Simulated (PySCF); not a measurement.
ZrF4, SMILES [F][Zr]([F])([F])[F], multiplicity 1.

Geometry: PBE-D3(BJ)/def2-SVP. The multiplicity is an assumed one; other spin states were not compared. The isomer is the one that the SMILES or the coordinates give; other isomers of the formula were not compared. The def2 effective core potentials stand for the cores of Zr; spin–orbit coupling is left out.

Computed with PBE-D3(BJ)/def2-SVP (PySCF).

Frequencies are harmonic and unscaled.

Modes within 1.5 cm⁻¹ of each other (mostly degenerate sets) share a row, with their intensities summed.

```
mode  ν (cm⁻¹)  IR (km/mol)  moving atoms (share of kinetic energy)
----  --------  -----------  --------------------------------------
1–2        154          0.0                                 F 100 %
3–5        163         73.1                         F 79 %, Zr 21 %
6          663          0.0                                 F 100 %
7–9        690        475.7                         F 76 %, Zr 24 %
```
